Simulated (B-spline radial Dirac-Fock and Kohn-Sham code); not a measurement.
What relativity does to the binding energies of Sm²⁺

System: samarium as Sm²⁺ in the configuration [Xe] 4f6.

Both columns are ΔSCF binding energies of the configuration average from a B-spline atomic structure program: non-relativistic Hartree-Fock with a point nucleus, and Dirac-Fock with a finite nucleus and the Coulomb interaction alone, averaged over the two j levels with weights 2j+1.

| shell | Hartree-Fock (eV) | Dirac-Fock (eV) | shift (eV) | shift (%) |
| --- | --- | --- | --- | --- |
| 1s | 44441.8 | 47045.2 | +2603.41 | +5.86 |
| 2s | 7116.2 | 7782.1 | +665.95 | +9.36 |
| 2p | 6740.3 | 6950.1 | +209.77 | +3.11 |
| 3s | 1596.2 | 1751.0 | +154.88 | +9.70 |
| 3p | 1429.7 | 1483.8 | +54.02 | +3.78 |
| 3d | 1122.8 | 1110.0 | -12.82 | -1.14 |
| 4s | 339.9 | 375.7 | +35.87 | +10.55 |
| 4p | 274.1 | 285.6 | +11.42 | +4.17 |
| 4d | 156.8 | 153.7 | -3.10 | -1.97 |
| 4f | 23.34 | 19.57 | -3.77 | -16.17 |
| 5s | 59.93 | 65.29 | +5.36 | +8.94 |
| 5p | 40.18 | 41.25 | +1.06 | +2.64 |

Relativity binds 1s, 2s, 2p, 3s, 3p, 4s, 4p, 5s, 5p more strongly, among those listed most of all 4s in relative terms, and 3d, 4d, 4f more weakly, because the contracted s and p shells screen the nucleus better.

Values without a named source are computed, but for edge energies of neutral atoms, which are taken from tables.
